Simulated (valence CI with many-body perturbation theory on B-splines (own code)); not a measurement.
## I XLI: calculated level list

Computed by configuration interaction combined with many-body perturbation theory (CI+MBPT): three valence electrons over a frozen Dirac-Fock core [Ne], a basis of 11 s, 11 p, 10 d, 8 f, 5 g, 2 h functions for each j, with the one-electron correlation potential Σ1 (screened to all orders), the two-electron term Σ2, the three-electron term Σ3, Breit, model QED; selected single and double excitations, second order for the rest, scaled by the run's own slope (own B-spline code, finite nucleus).

The last digits are not significant, and no measured levels were compared; by estimate large intervals hold to a few tenths of a per cent, small ones and those within an open d or f shell to about a per cent.

Levels 136 to 156 of 156, with energies above the lowest level, 3s2 3p 2P°_1/2. "Leading %" is the weight of the configuration and term that name the level; weights of strongly mixed levels are sums over their largest components and can fall short. Lifetimes count E1, E2, E3, M1 and M2 decay at the calculated energies, and are blank where another channel may lead or the interval is too uncertain; long ones can be off by a factor of two.

```csv
No.,Configuration,Term,J,E (eV),Leading %,Lifetime,Second component
136,3d3,2G,7/2,887.6,61,2.70 ps,36 % 3d3 4F
137,3d3,4F,9/2,888.7,52,3.06 ps,48 % 3d3 2H
138,3d3,4P,5/2,889.5,79,2.06 ps,14 % 3d3 2D
139,3d3,2D,3/2,894.9,44,2.38 ps,41 % 3d3 4P
140,3d3,2H,11/2,895.3,100,3.82 ps,
141,3d3,2P,1/2,897.2,68,2.28 ps,32 % 3d3 4P
142,3d3,2D,5/2,901.0,90,2.42 ps,6 % 3d3 4F
143,3d3,2F,5/2,903.2,72,2.51 ps,14 % 3d3 4P
144,3d3,2F,7/2,904.9,90,2.82 ps,8 % 3d3 2G
145,3d3,2G,9/2,906.8,58,4.19 ps,21 % 3d3 4F
146,3d3,2P,3/2,912.5,55,2.87 ps,31 % 3d3 2D
147,3d3,2D,3/2,925.6,93,2.75 ps,
148,3d3,2D,5/2,929.2,74,2.98 ps,18 % 3d3 2F
149,3s2 4s,2S,1/2,1304.0,98,83.4 fs,
150,3s2 4p,2P°,1/2,1349.1,97,347 fs,
151,3s2 4p,2P°,3/2,1377.9,90,322 fs,
152,3s 3p 4s,4P°,1/2,1389.8,88,103 fs,9 % 3s 3p 4s 2P°
153,3s 3p 4s,4P°,3/2,1399.0,67,100 fs,25 % 3s 3p 4s 2P°
154,3s 3p 4s,2P°,1/2,1404.5,93,116 fs,5 % 3s 3p 4s 4P°
155,3s2 4d,2D,3/2,1430.9,79,36.1 fs,8 % 3s 3p 4p 4D
156,3s 3p 4p,4D,1/2,1431.7,72,161 fs,21 % 3s 3p 4p 2P
```

Names give the largest LS component (configuration and term), which can be under half, so a name can repeat, a term be missing and a line seem to break the LS rules; names also repeat where a configuration has a term twice.
